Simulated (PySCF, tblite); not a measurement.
Isomers of C7H16N2, one GFN2-xTB conformer each. Single-point energies are computed at PBE0/pcSseg-1 (PySCF, gas phase, no added dispersion term), electronic only.

```json
{"SMILES": "CC(C)[C@@H]1CCN(C)N1", "GFN2-xTB relative energy (kJ/mol)": "0.0"}
{"SMILES": "C=CCNN(C)C(C)C", "GFN2-xTB relative energy (kJ/mol)": "130.1"}
{"SMILES": "CNNC1CCCCC1", "GFN2-xTB relative energy (kJ/mol)": "23.9"}
```

Conformers: `[CH3:1][CH:2]([CH3:3])[C@@H:4]1[CH2:5][CH2:6][N:7]([CH3:8])[NH:9]1` with C1–C2–C4–C5 176°, C2–C4–C5–C6 -135°, C4–C5–C6–N7 -9°, C5–C6–N7–C8 -94°, C6–N7–N9–C4 -36°; `[CH2:1]=[CH:2][CH2:3][NH:4][N:5]([CH3:6])[CH:7]([CH3:8])[CH3:9]` with C1–C2–C3–N4 132°, C2–C3–N4–N5 169°, C3–N4–N5–C6 87°, N4–N5–C7–C8 65°; `[CH3:1][NH:2][NH:3][CH:4]1[CH2:5][CH2:6][CH2:7][CH2:8][CH2:9]1` with C1–N2–N3–C4 178°, N2–N3–C4–C5 -158°, N3–C4–C5–C6 -177°, C4–C5–C6–C7 58°, C5–C6–C7–C8 -58°, C6–C7–C8–C9 58°.

What does PBE0/pcSseg-1 give for the same structures?

```json
{"SMILES": "CNNC1CCCCC1", "PBE0/pcSseg-1 E (Eh)": "-385.33561", "PBE0/pcSseg-1 (kJ/mol)": "0.0", "GFN2-xTB (kJ/mol)": "23.9", "point group": "C1"}
{"SMILES": "CC(C)[C@@H]1CCN(C)N1", "PBE0/pcSseg-1 E (Eh)": "-385.33183", "PBE0/pcSseg-1 (kJ/mol)": "9.9", "GFN2-xTB (kJ/mol)": "0.0", "point group": "C1"}
{"SMILES": "C=CCNN(C)C(C)C", "PBE0/pcSseg-1 E (Eh)": "-385.29931", "PBE0/pcSseg-1 (kJ/mol)": "95.3", "GFN2-xTB (kJ/mol)": "130.1", "point group": "C1"}
```

GFN2-xTB puts CC(C)[C@@H]1CCN(C)N1 lowest instead; measured from each level's own lowest isomer, the values differ by up to 34.8 kJ/mol (C=CCNN(C)C(C)C: 130.1 against 95.3). As drawn, the highest has a C=C bond outside aromatic rings, which the lowest lacks. Neighbours under 10 kJ/mol apart (CNNC1CCCCC1 and CC(C)[C@@H]1CCN(C)N1) can change places with a better method, another conformer or zero-point energy.

Which frontier levels, dipoles and rotational constants go with these structures?

```json
{"SMILES": "CNNC1CCCCC1", "HOMO (eV, PBE0/pcSseg-1)": "-5.40", "LUMO (eV)": "1.48", "dipole (D)": "0.11", "A, B, C (MHz)": "3886, 822.1, 719.6"}
{"SMILES": "CC(C)[C@@H]1CCN(C)N1", "HOMO (eV, PBE0/pcSseg-1)": "-6.25", "LUMO (eV)": "1.28", "dipole (D)": "1.63", "A, B, C (MHz)": "3014, 1060, 892.7"}
{"SMILES": "C=CCNN(C)C(C)C", "HOMO (eV, PBE0/pcSseg-1)": "-6.24", "LUMO (eV)": "0.35", "dipole (D)": "1.25", "A, B, C (MHz)": "2713, 826.0, 739.9"}
```

What happens when harmonic zero-point energies from GFN2-xTB frequencies are added?

| SMILES | ZPE (kJ/mol) | electronic (kJ/mol) | with ZPE (kJ/mol) |
| --- | --- | --- | --- |
| CNNC1CCCCC1 | 598.4 | 0.0 | 0.0 |
| CC(C)[C@@H]1CCN(C)N1 | 593.9 | 9.9 | 5.4 |
| C=CCNN(C)C(C)C | 581.1 | 95.3 | 78.0 |

The zero-point energies span 17.3 kJ/mol. The order is unchanged.

As an exercise, what shares would exp(−E/RT) give at 500 K from these electronic energies alone (no entropy, no degeneracies)?

RT = 4.157 kJ/mol: CNNC1CCCCC1 91.5 %, CC(C)[C@@H]1CCN(C)N1 8.5 %, C=CCNN(C)C(C)C under 0.1 %.
